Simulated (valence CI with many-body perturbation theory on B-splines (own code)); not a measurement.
Values are calculated unless marked as measured or tabulated.
**Hyperfine factors and g values of Hg XLI**

Level of theory: configuration interaction combined with many-body perturbation theory (CI+MBPT): four valence electrons over a frozen Dirac-Fock core [Kr], radial functions for each j: 7 s, 7 p, 8 d, 6 f, 4 g, 1 h, with the one-electron correlation potential Σ1, the two-electron term Σ2, the three-electron term Σ3, Breit, model QED; selected CI, second order for the rest, scaled by the run's own slope (own B-spline code, finite nucleus).

The last digits are not significant, and no measured levels were compared; by estimate large intervals hold to a few tenths of a per cent, small ones and those within an open d or f shell to about a per cent. The list stops below the first excitations out of the core.

A/g_I is the dipole constant over the nuclear g factor μ/I (μ in nuclear magnetons, uniformly magnetised nucleus), B/Q the quadrupole constant per barn. Both hold the static response of the core; the bare values leave it out. Large factors of s and p1/2 electrons are usually good to 5 to 10 %; those of open d and f shells near neutrality can be off by tens of per cent, and small factors of p3/2, d and f electrons come from cancelling terms and can be off by a factor of two or in sign, in half-filled shells by more. B is blank for J = 1/2, where it vanishes, and for nearly pure S terms. Energies count from the lowest level. Levels with J = 0 are left out.

Levels are named by their leading jj configuration (3d3/2^4 stands for four electrons in 3d with j = 3/2), which in mixed levels can hold well under half, so a name can repeat and another be missing. Letters in brackets count levels of one name in rising energy.

| Level | E (cm⁻¹) | g | A/g_I (MHz) | A/g_I bare | B/Q (MHz/b) | B/Q bare |
| --- | --- | --- | --- | --- | --- | --- |
| (4d3/2^3 4d5/2) J=1 | 190560 | 1.496 | -3440 | -2130 | 6880 | 6610 |
| (4d3/2^3 4d5/2) J=4 | 235460 | 1.068 | 21800 | 21700 | 1510 | 1280 |
| (4d3/2^3 4d5/2) J=2 | 241610 | 1.214 | 14100 | 14400 | 20600 | 19900 |
| (4d3/2^3 4d5/2) J=3 | 253390 | 1.126 | 19400 | 19400 | 16300 | 15600 |
| (4d3/2^2 4d5/2^2) J=2 [a] | 415320 | 1.273 | 5540 | 6130 | 13000 | 12600 |
| (4d3/2^2 4d5/2^2) J=4 [a] | 424800 | 1.148 | 17200 | 17400 | -9150 | -8950 |
| (4d3/2^2 4d5/2^2) J=3 [a] | 429060 | 1.176 | 13900 | 14200 | 3080 | 2960 |
| (4d3/2^2 4d5/2^2) J=5 | 445850 | 1.084 | 19700 | 19700 | 18500 | 17900 |
| (4d3/2^2 4d5/2^2) J=6 | 458640 | 1.074 | 21000 | 20900 | 23200 | 22400 |
| (4d3/2^2 4d5/2^2) J=1 | 458980 | 1.080 | 23200 | 23100 | 3040 | 2900 |
| (4d3/2^2 4d5/2^2) J=3 [b] | 471860 | 1.072 | 22500 | 22400 | 4910 | 4740 |
| (4d3/2^2 4d5/2^2) J=4 [b] | 475040 | 1.033 | 22700 | 22500 | -5730 | -5460 |
| (4d3/2^2 4d5/2^2) J=2 [b] | 479270 | 1.079 | 20500 | 20500 | 9510 | 9170 |
| (4d3/2^2 4d5/2^2) J=2 [c] | 522630 | 0.983 | 27600 | 27200 | -3510 | -3430 |
| (4d3/2^2 4d5/2^2) J=4 [c] | 538440 | 1.188 | 15000 | 15300 | 35700 | 34500 |
| (4d3/2^2 4d5/2^2) J=2 [d] | 579430 | 1.125 | 19800 | 19800 | -11400 | -10900 |
| (4d3/2 4d5/2^3) J=4 [a] | 648820 | 1.164 | 14200 | 14400 | -20200 | -19600 |
| (4d3/2 4d5/2^3) J=3 [a] | 652110 | 1.199 | 10700 | 11000 | 2700 | 2670 |
| (4d3/2 4d5/2^3) J=1 [a] | 669230 | 0.995 | 19600 | 19300 | 8900 | 8530 |
| (4d3/2 4d5/2^3) J=5 | 675130 | 1.140 | 17000 | 17100 | -13200 | -12800 |
| (4d3/2 4d5/2^3) J=6 | 679420 | 1.083 | 19500 | 19400 | 26900 | 26000 |
| (4d3/2 4d5/2^3) J=2 [a] | 701580 | 1.064 | 22100 | 21900 | 17400 | 16700 |
| (4d3/2 4d5/2^3) J=3 [b] | 708870 | 1.089 | 19400 | 19400 | 5000 | 4930 |
| (4d3/2 4d5/2^3) J=1 [b] | 756820 | 1.411 | 3410 | 4430 | -14500 | -14000 |
| (4d3/2 4d5/2^3) J=3 [c] | 757740 | 1.059 | 21300 | 21200 | 28900 | 27800 |
| (4d3/2 4d5/2^3) J=4 [b] | 762880 | 1.050 | 21600 | 21400 | 26600 | 25800 |
| (4d3/2 4d5/2^3) J=2 [b] | 773790 | 1.117 | 18600 | 18600 | -37000 | -35700 |
| (4d5/2^4) J=4 | 905330 | 1.165 | 14000 | 14200 | -24700 | -23700 |
| (4d5/2^4) J=2 | 938980 | 1.106 | 14900 | 14900 | 17300 | 16600 |

(1) Take the isotope of mass number 199, with I = 1/2, μ = 0.5039 μN. What is the hyperfine structure of (4d3/2^2 4d5/2^2) J=3 [a]?

## Answers

(1) From the table A = 14000 MHz. Shifts from the centre of gravity in MHz: F = 5/2: -28000, F = 7/2: 21000.
